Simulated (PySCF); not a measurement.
## Potential energy of SiPb along the bond

Set-up: basis Si def2-SVP, Pb def2-SVP with ECP60; scalar-relativistic core potentials; PySCF 2.14. Energies in eV from Si + Pb in their ground configurations at the same level. State: ³Σ⁻ (triplet), unpaired electrons π ↑↑.

All columns are PBE0. A positive dipole means Si(−)Pb(+).

| R (Å) | E (eV) | μ (D) | Mulliken charge on Si (basis-dependent) | HOMO (eV) | LUMO (eV) | Mayer bond order | ⟨S²⟩ |
| --- | --- | --- | --- | --- | --- | --- | --- |
| 2.232 | -1.600 | 1.11 | -0.06 | -5.13 | -3.69 | 1.92 | 2.00 |
| 2.336 | -2.123 | 1.28 | -0.06 | -5.17 | -3.52 | 1.92 | 2.00 |
| 2.439 | -2.411 | 1.44 | -0.07 | -5.19 | -3.38 | 1.93 | 2.00 |
| 2.517 | -2.514 | 1.54 | -0.07 | -5.19 | -3.28 | 1.94 | 2.00 |
| 2.595 | -2.543 | 1.63 | -0.07 | -5.18 | -3.19 | 1.94 | 2.00 |
| 2.673 | -2.514 | 1.71 | -0.08 | -5.17 | -3.11 | 1.95 | 2.00 |
| 2.777 | -2.410 | 1.80 | -0.08 | -5.14 | -3.02 | 1.96 | 2.00 |
| 2.906 | -2.205 | 1.88 | -0.09 | -5.09 | -2.92 | 1.97 | 2.00 |
| 3.062 | -1.895 | 1.96 | -0.09 | -5.01 | -2.83 | 1.98 | 2.00 |
| 3.270 | -1.434 | 2.03 | -0.09 | -4.89 | -3.00 | 1.98 | 2.00 |

A fit through these points gives, at Re = 2.592 Å, μ = 1.63 D and dμ/dR = 1.08 D/Å; the reduced mass is 24.66 u.

**Question.** How strong is the fundamental in the double-harmonic approximation, I = 42.26·(dμ/dR)²/μred km/mol?

**Answer.** I = 42.26·(1.08)²/24.66 = 2.00 km/mol at PBE0.

These are scalar-relativistic numbers at best; spin–orbit coupling would shift them, the dissociation energy most. The state was picked by a PBE0 search and need not be the measured ground state.
